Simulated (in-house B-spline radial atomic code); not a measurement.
The numbers below are computed, except where a source is named.
Building a PAW s channel for Zn, r_c = 2 bohr

Zn, [Ar] 3d10 4s2, non-relativistic LDA (VWN5), spherical and spin-unpolarised, from a B-spline radial code for spherical atoms (atomic units; all potentials screened as in the neutral atom).

Two all-electron partial waves φ1, φ2 are integrated outwards at E1 = ε(4s) = -0.222725 and E2 = E1 + 1.5 hartree; φ1 is the bound orbital and φ2 has unit norm inside r_c = 1.9982 bohr. Smooth partners are polynomials, r^1(a0 + a1 r² + a2 r⁴ + a3 r⁶), matched to φ and three derivatives at r_c, with no condition on the norm. The local potential is -4.93903 + (3.0344) r² + (-0.785885) r⁴ + (0.0748965) r⁶ inside 1.636 bohr and the all-electron one outside.

```csv
wave,φ(r_c),φ'(r_c),a0,a1,a2,a3
1,0.6541388,0.05880662,0.298228,0.07995953,-0.02614631,0.001990575
2,0.3422006,-2.240169,1.621999,-0.3418237,-0.02614805,0.005199115
```

Inside r_c the overlaps are <φi φj> = [[0.28895, 0.49517], [0.49517, 1.00000]] and, for the smooth waves, [[0.33266, 0.69282], [0.69282, 1.83385]]. With χj = (Ej − T − V_local) applied to smooth wave j, the program's quadrature gives the matrix B_ij = <smooth i, χj> as [[0.30959, 1.32606], [1.02958, 4.54025]].

(1) Check the match of the first wave, and find the augmentation charges q_ij.

(2) B isn't symmetric. Show that D_ij = B_ij + Ej q_ij is.

Solving (T + V_local + Σ p D p) ψ = E (1 + Σ p q p) ψ in a sphere of 9 bohr, whose wall lifts the free-atom level a little, gives these levels:

```
all-electron  one projector  two projectors
   -0.222527      -0.222527      -14.852700
    0.080625       0.079738       -0.222527
    0.407569       0.398093        0.080622
    0.892365       0.790677        0.407560
    1.523950       1.062160        0.892358
```

(3) What does the second projector gain?

## Answers

(1) At r_c the four terms are 0.59592, 0.63795, -0.83292, 0.25319, which sum to 0.6541, φ1(r_c) to rounding. q_ij is the all-electron overlap less the smooth one: [[-0.04371, -0.19765], [-0.19765, -0.83385]]. The smooth first wave has a norm of 0.3327 inside r_c against 0.2889, so q11 is negative and must stay small enough for the overlap operator to be positive.

(2) Integrating by parts gives B12 − B21 = (E1 − E2) q12: 1.32606 − (1.02958) = 0.29648, and −1.5 × (-0.19765) = 0.29648. So D12 = 1.32606 + (1.277275)(-0.19765) = 1.07360 and D21 = 1.02958 + (-0.222725)(-0.19765) = 1.07360; D11 = 0.31932, D22 = 3.47519. The projectors, p = (B⁻¹)ᵀ χ, are dual to the smooth waves; det B = 0.04.

(3) With one projector the errors are 0.00, -0.89, -9.48, -101.69 millihartree, and the level at 1.0622 is out of step with the all-electron series: an extra state, or one far too low, so the pairing ends there. With two a ghost lies below the reference level, so the set fails. The lowest eigenvalue of the overlap operator is 0.6806 with one and 0.01112 with two projectors. The smooth orbital alone needs a cutoff of 4.15 hartree for 1 millihartree of kinetic energy, against 10.4 for a norm-conserving Troullier-Martins orbital of the same radius, which is no gain while the set fails.
